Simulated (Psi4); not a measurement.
C2Cl4 (SMILES ClC(Cl)=C(Cl)Cl), singlet, geometry from GFN2-xTB; HF/aug-cc-pVDZ (Psi4 1.11).

Input for Psi4:
```
memory 2 GB

molecule {
0 1
C     0.00305246    0.00262455    0.66926011
C    -0.00305246   -0.00262455   -0.66926011
Cl    0.00298418    1.45814059    1.57060993
Cl    0.01139454   -1.44577756    1.58195950
Cl   -0.00298418   -1.45814059   -1.57060993
Cl   -0.01139454    1.44577756   -1.58195950
}

set {
  basis aug-cc-pvdz
}

energy('scf')
print_variables()
```

It wrote (shortened):

```
   => Loading Basis Set <=

    Name: AUG-CC-PVDZ
    Role: ORBITAL
    Keyword: BASIS

         ---------------------------------------------------------
                                   SCF
               by Justin Turney, Rob Parrish, Andy Simmonett
                          and Daniel G. A. Smith
                              RHF Reference
         ---------------------------------------------------------

  ==> Geometry <==

    Molecular point group: ci
    Full point group: Ci

    Geometry (in Angstrom), charge = 0, multiplicity = 1:

       Center              X                  Y                   Z               Mass
    ------------   -----------------  -----------------  -----------------  -----------------
         C            0.003052460000     0.002624550000     0.669260110000    12.000000000000
         C           -0.003052460000    -0.002624550000    -0.669260110000    12.000000000000
         CL           0.002984180000     1.458140590000     1.570609930000    34.968852682000
         CL           0.011394540000    -1.445777560000     1.581959500000    34.968852682000
         CL          -0.002984180000    -1.458140590000    -1.570609930000    34.968852682000
         CL          -0.011394540000     1.445777560000    -1.581959500000    34.968852682000

  Running in ci symmetry.

  Rotational constants: A =      0.05717  B =      0.04705  C =      0.02581 [cm^-1]
  Rotational constants: A =   1713.78681  B =   1410.46168  C =    773.69986 [MHz]
  Nuclear repulsion =  494.787990644738443

  Charge       = 0
  Multiplicity = 1
  Electrons    = 80
  Nalpha       = 40
  Nbeta        = 40

  ==> Algorithm <==

  SCF Algorithm Type is DF.
  DIIS enabled.
  MOM disabled.
  Fractional occupation disabled.
  Guess Type is SAD.
  Energy threshold   = 1.00e-06
  Density threshold  = 1.00e-06
  Integral threshold = 1.00e-12

  ==> Primary Basis <==

  Basis Set: AUG-CC-PVDZ
    Blend: AUG-CC-PVDZ
    Number of shells: 62
    Number of basis functions: 154
    Number of Cartesian functions: 166
    Spherical Harmonics?: true
    Max angular momentum: 2

   => Loading Basis Set <=

    Name: (AUG-CC-PVDZ AUX)
    Role: JKFIT
    Keyword: DF_BASIS_SCF

  ==> Integral Setup <==

  SCF_SUBTYPE=INCORE selected. In-core MEM_DF algorithm will be used.
  Using in-core AOs.

  ==> MemDFJK: Density-Fitted J/K Matrices <==

    J tasked:                   Yes
    K tasked:                   Yes
    wK tasked:                   No
[...]

   @DF-RHF iter SAD: -1913.93015266222892   -1.91393e+03   0.00000e+00
   @DF-RHF iter   1: -1913.66227596378030    2.67877e-01   2.01913e-03 DIIS/ADIIS
   @DF-RHF iter   2: -1913.69780868804810   -3.55327e-02   7.53410e-04 DIIS/ADIIS
   @DF-RHF iter   3: -1913.70274481300339   -4.93612e-03   4.15740e-04 DIIS/ADIIS
   @DF-RHF iter   4: -1913.70438194113103   -1.63713e-03   1.09571e-04 DIIS/ADIIS
   @DF-RHF iter   5: -1913.70457066832137   -1.88727e-04   2.73671e-05 DIIS
   @DF-RHF iter   6: -1913.70458463068007   -1.39624e-05   7.16325e-06 DIIS
   @DF-RHF iter   7: -1913.70458554204697   -9.11367e-07   1.23268e-06 DIIS
   @DF-RHF iter   8: -1913.70458557173106   -2.96841e-08   1.85799e-07 DIIS
  Energy and wave function converged.

  ==> Post-Iterations <==

    Orbital Energies [Eh]
    ---------------------

    Doubly Occupied:

[...]
      20Au    -0.366690

    Virtual:

[...]
    Final Occupation by Irrep:
             Ag    Au
    DOCC [    20,   20 ]
    NA   [    20,   20 ]
    NB   [    20,   20 ]

  @DF-RHF Final Energy: -1913.70458557173106

   => Energetics <=

    Nuclear Repulsion Energy =            494.7879906447384428
    One-Electron Energy =               -3628.0757709960353168
    Two-Electron Energy =                1219.5831947795659289
    Total Energy =                      -1913.7045855717310587

Computation Completed

Properties will be evaluated at   0.000000,   0.000000,   0.000000 [a0]

Properties computed using the SCF density matrix

 Multipole Moments:

 ------------------------------------------------------------------------------------
     Multipole            Electronic (a.u.)      Nuclear  (a.u.)        Total (a.u.)
 ------------------------------------------------------------------------------------

 L = 1.  Multiply by 2.5417464519 to convert [e a0] to [Debye]
 Dipole X            :          0.0000000            0.0000000            0.0000000
 Dipole Y            :          0.0000000            0.0000000            0.0000000
 Dipole Z            :          0.0000000           -0.0000000           -0.0000000
 Magnitude           :                                                    0.0000000

 ------------------------------------------------------------------------------------

  Variable Map:
  ----------------------------------------------------------------------------
[...]
  Array Variable Map:
  ----------------------------------------------------------------------------
[...]
[...]
```
